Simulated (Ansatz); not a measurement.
Input for Ansatz (a quantum-chemistry and plane-wave program): R-wB97M-V/def2-TZVPP on AlH3Se2 (SMILES [SeH][AlH][SeH]), a point of a torsion scan.

Ansatz 0.2 input:
```yaml
crystal:
  periodic: [false, false, false]
  atoms:
    - {symbol: Se, position_ang: [-2.26620709, -0.33412320, -0.74878741]}
    - {symbol: Al, position_ang: [-0.42922931, 1.00112868, -0.37072153]}
    - {symbol: Se, position_ang: [0.04497972, 2.07849917, 1.61762318]}
    - {symbol: H, position_ang: [-2.28569747, -0.70982343, 0.64933478]}
    - {symbol: H, position_ang: [0.58427861, 1.24419305, -1.49345682]}
    - {symbol: H, position_ang: [1.27781796, 2.54834404, 1.04154458]}
basis:
  gaussian:
    orbitals: def2-TZVPP
hamiltonian:
  xc: {name: wB97M-V}
scf: {lower_state_search: off}
```

Q: Give the final energy of this run.

A: -5047.1348 hartree.

Q: How many basis functions does it have, and what does it roughly cost on one machine?

A: 180 functions; around 10 core-seconds (rough).
